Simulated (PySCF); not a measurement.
SMILES [Cl][V]([Cl])([Cl])=[O] (Cl₃OV) at its CAM-B3LYP/def2-SVP optimised geometry (Å):

```
5

V     -0.4365    -1.0123     0.0000
O      1.0879    -1.0123     0.0000
Cl    -1.0879     1.0123     0.0000
Cl    -1.0881    -2.0247    -1.7532
Cl    -1.0862    -2.0255     1.7534
```

Calculation: CAM-B3LYP/def2-TZVP in PySCF. Cells within 0.4 Å of a nucleus heavier than hydrogen are left out (blank, or x).

Map of the deformation density (molecule minus spherical neutral atoms) (e/bohr³) on the plane z = 0.0 Å:

```
|3333333333333333333333333333333|
|3333333333333333333333333333333|
|3333333333333333333333333333333|
|3333333333333333333333333333333|
|3333333333333333333333333333333|
|3333333333333333333333333333333|
|3333333333333333333333333333333|
|3333333333333333333333333333333|
|3333333333344333333333333333333|
|3333333334x44433333333333333333|
|333333344xxx4433333333333333333|
|333333344xxxx433333333333333333|
|3333333444xx4443333333333333333|
|3333333444444443333333333333333|
|3333333344455443333333333333333|
|3333333334455433333333333333333|
|3333333333444333344333333333333|
|3333333333333212355443333333333|
|3333333333343xx1467xx5433333333|
|333333333349xxx058xxxx433333333|
|333333333348xxx0578xxx433333333|
|3333333333332x734665x4333333333|
|3333333333322333344433333333333|
|3333333333332223333333333333333|
|3333333333333333333333333333333|
|3333333333333333333333333333333|
|3333333333333333333333333333333|
|3333333333333333333333333333333|
|3333333333333333333333333333333|
|3333333333333333333333333333333|
|3333333333333333333333333333333|
```
Scale: ten equal steps from -0.068 (start of '0') to 0.114 (end of '9'), in the order '0123456789'; x runs from -3.50 to 3.50, y from -3.50 (bottom) to 3.50 (top).
